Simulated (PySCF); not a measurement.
Computed shifts of a molecule C3H10BN, PySCF with PBE/pcSseg-1, GIAO, gas phase, atoms alike by connectivity averaged where their shifts nearly agree, in ppm (number of nuclei): ¹³C: 35.5 (1), 11.7 (1), 2.6 (1). ¹H: 4.04 (1), 3.11 (3), 0.60 (6). ¹⁵N: 129.7 (1). References: ¹¹B against BF3 (σ = 83.9 ppm); ¹³C against TMS (σ = 182.0 ppm); ¹H against TMS (σ = 31.49 ppm); ¹⁵N against NH3 (σ = 267.0 ppm), references at their B3LYP-D3(BJ)/def2-TZVP geometries, non-relativistic. Geometry: B3LYP-D3(BJ)/def2-SVP. Other conformers were not sampled.

### Question
Which structure fits?
A) BNC(C)C
B) CNB(C)C
C) CCB(C)N
D) BN(C)CC

### Answer
B, CNB(C)C
